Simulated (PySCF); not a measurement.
Calculation: PBE-D3(BJ)/def2-TZVP // B3LYP-D3(BJ)/def2-TZVP (PySCF 2.14.0). Gas-phase values, no solvent. One relaxed conformer stands for a flexible species; it need not be the lowest. Excitations are Tamm–Dancoff values on a coarser integration grid. The basis has no diffuse functions, so Rydberg states are missing or too high.

Reference species (SMILES): `[Al]([Br])([Br])[SH]` (H–S–Al–Br torsion 0°) (neutral, multiplicity 1).

```yaml
S1 oscillator strength: 0.007
T1 excitation (TDA): 4.67 eV
HOMO: -6.98 eV
```

Changed species: `[Br][Al]([Br])[Br]` (0 of 3 Br replaced by SH; the reference has 1 of 3 Br replaced by SH).

**Question.** What does the change do to the S1 oscillator strength, T1 excitation (TDA) and HOMO?

**Answer.** the S1 oscillator strength is nearly the same; the T1 excitation (TDA) increases by 0.13 eV, to 4.80 eV; the HOMO decreases by 0.38 eV, to -7.36 eV.
